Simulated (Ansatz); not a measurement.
SrCl, SMILES [Cl][Sr], multiplicity 2.

Coordinates come from a B3LYP-D3(BJ)/def2-TZVPD optimisation. The spin state was assumed, not searched. The def2 effective core potentials stand for the cores of Sr; spin–orbit coupling is left out.

Two levels are set side by side: PBE/def2-TZVPD (Ansatz, a first-principles code) and PBE0/def2-TZVPD (Ansatz). Energy differences of separate SCF runs at the same geometry; the states with an electron removed or added have multiplicity 1 and 1. Differences are taken from unrounded values.

```
quantity                         PBE0
-------------------------------  ----
vertical ionisation energy (eV)  5.70
vertical electron affinity (eV)  1.06
```

Q: What does PBE give, and how far is it from PBE0? (The exact figures need the calculation; the answer reports its results.)

A: 
```
quantity                          PBE  PBE minus PBE0
-------------------------------  ----  --------------
vertical ionisation energy (eV)  5.71            0.01
vertical electron affinity (eV)  1.09            0.03
```
